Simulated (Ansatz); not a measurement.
A set of 12 reactions (silylene loss), with CCSD(T)/CBS values in kJ/mol:

| reaction | ΔE |
| --- | --- |
| `OB([SiH3])Cl` → `OBCl` + `[SiH2]` | 216.5 |
| `O[SiH]([SiH3])O[SiH3]` → `O[SiH](O)[SiH3]` + `[SiH2]` | 337.2 |
| `F[SiH](F)[Si](F)(F)F` → `F[SiH](F)F` + `F[Si]F` | 106.8 |
| `[SiH3]OB1N[SiH2]1` → `OB1N[SiH2]1` + `[SiH2]` | 333.2 |
| `F[SiH]([SiH3])[SiH3]` → `F[SiH2][SiH3]` + `[SiH2]` | 234.7 |
| `[SiH3][GeH]1[CH2][NH]1` → `[CH2]1[NH][GeH2]1` + `[SiH2]` | 265.7 |
| `C[SiH2]BO[SiH3]` → `C[SiH2]BO` + `[SiH2]` | 315.2 |
| `[SiH3]OBS` → `OBS` + `[SiH2]` | 319.7 |
| `CC[Si]O[SiH3]` → `CC[Si]O` + `[SiH2]` | 329.3 |
| `NC([SiH3])S[SiH3]` → `NC([SiH3])S` + `[SiH2]` | 294.7 |
| `C/C(Cl)=N\[SiH3]` → `CC(=N)Cl` + `[SiH2]` | 266.4 |
| `[SiH3]/N=C/Cl` → `N=CCl` + `[SiH2]` | 281.0 |

Computed with Ansatz on PBE0-D4/def2-TZVP structures; ΔE is electronic, products minus reactants. CCSD(T)/CBS is the MP2 limit (def2-TZVPP, def2-QZVPP) plus CCSD(T) − MP2 in def2-TZVPP, frozen cores. This one scheme is used for every species. Double bonds are as drawn, so ΔE can hold a change between cis and trans. Functionals use def2-TZVPP. B3LYP here is the variant with VWN-RPA as its local correlation; programs differ in this. For Ge outer-core shells are correlated without core-valence functions, which leaves a few kJ/mol of doubt a bond. Scalar relativity is left out up to krypton. Each species was taken in one conformer, which may not be the lowest.

(1) Give the mean, mean absolute and largest difference (level minus CCSD(T)/CBS, kJ/mol) for: r2SCAN-D4, PBE0-D4, B3LYP-D4, ωB97X-V, ωB97M-V, PBE, r2SCAN, B3LYP, MP2/def2-TZVPP, CCSD/def2-TZVPP, CCSD(T)/def2-TZVPP, SCS-MP2/def2-QZVPP, MP2/CBS(def2), CCSD/CBS(def2). (Best estimate.)

The largest T1 diagnostic in the set is 0.015, for `F[Si]F` (customary mark 0.02).

CCSD(T)/CBS is a level of theory with its own doubt, and the functionals carry their triple-zeta basis error, so these figures describe this set and don't rank the functionals.

Answers

(1) The calculation gave: 
| level | mean | mean absolute | largest |
| --- | --- | --- | --- |
| r2SCAN-D4 | 20.0 | 20.0 | 25.6 |
| PBE0-D4 | 9.6 | 9.6 | 21.6 |
| B3LYP-D4 | -2.0 | 2.0 | -3.9 |
| ωB97X-V | 8.9 | 8.9 | 11.7 |
| ωB97M-V | -7.3 | 7.3 | -14.2 |
| PBE | -8.1 | 11.1 | -22.6 |
| r2SCAN | 17.7 | 17.7 | 23.3 |
| B3LYP | -15.6 | 15.6 | -18.2 |
| MP2/def2-TZVPP | 12.2 | 12.2 | 17.7 |
| CCSD/def2-TZVPP | -11.0 | 11.0 | -16.2 |
| CCSD(T)/def2-TZVPP | -7.3 | 7.3 | -9.3 |
| SCS-MP2/def2-QZVPP | 6.7 | 7.2 | 11.6 |
| MP2/CBS(def2) | 19.5 | 19.5 | 24.8 |
| CCSD/CBS(def2) | -3.7 | 3.7 | -6.9 |
